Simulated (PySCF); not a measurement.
From one molecule to another.

First species: C6H10F2O2.
SMILES with atom numbers: `[CH3:1][CH2:2][C@@H:3]([O:4][CH3:5])[C@H:6]([F:7])[C:8](=[O:9])[F:10]` (hydrogens: H11, H12, H13 on C1; H14, H15 on C2; H16 on C3; H17, H18, H19 on C5; H20 on C6)

Second species: C6H12Si2.
SMILES: `C=C[C@@H](C)C1=C[SiH2][SiH2]1`

Levels: PBE0/pcSseg-1 for dipole moment, HOMO energy, LUMO energy and HOMO–LUMO gap; GFN2-xTB for rotational constant A and rotational constant C. Geometries: GFN2-xTB. Each species is one conformer at its optimised geometry, gas phase, non-relativistic unless stated; the electronic structure was computed with PySCF and density fitting.

Dipoles, sizes and rotational constants follow the conformer. The torsions of the flexible species, by atom-mapped SMILES:
- `[CH3:1][CH2:2][C@@H:3]([O:4][CH3:5])[C@H:6]([F:7])[C:8](=[O:9])[F:10]`: C1–C2–C3–O4 -57°, C2–C3–O4–C5 -158°, C2–C3–C6–F7 164°, C3–C6–C8–O9 80°
- `[CH2:1]=[CH:2][C@@H:3]([CH3:4])[C:5]1=[CH:6][SiH2:7][SiH2:8]1`: C1–C2–C3–C4 126°, C2–C3–C5–C6 19°

Values for the first species:

| Property | Result |
| --- | --- |
| Dipole moment | 2.49 D |
| HOMO energy | -7.89 eV |
| LUMO energy | -1.04 eV |
| HOMO–LUMO gap | 6.85 eV |
| Rotational constant A | 1.672 GHz |
| Rotational constant C | 0.758 GHz |

(1) Estimate the same properties for the second species, and the change in each.

## Answers

(1) 
| property | first | second | second less first |
| --- | --- | --- | --- |
| dipole moment | 2.49 D | 0.51 D | -1.98 D |
| HOMO energy | -7.89 eV | -7.40 eV | +0.49 eV |
| LUMO energy | -1.04 eV | -0.36 eV | +0.68 eV |
| HOMO–LUMO gap | 6.85 eV | 7.04 eV | +0.19 eV |
| rotational constant A | 1.672 GHz | 2.391 GHz | +0.719 GHz |
| rotational constant C | 0.758 GHz | 0.694 GHz | -0.064 GHz |

On the first: In atomic units the dipole is 0.98 e·bohr (1 au = 2.5417 D).

On the second: The dipole matches unit charges of opposite sign 0.11 Å apart (1 e·Å = 4.8032 D).
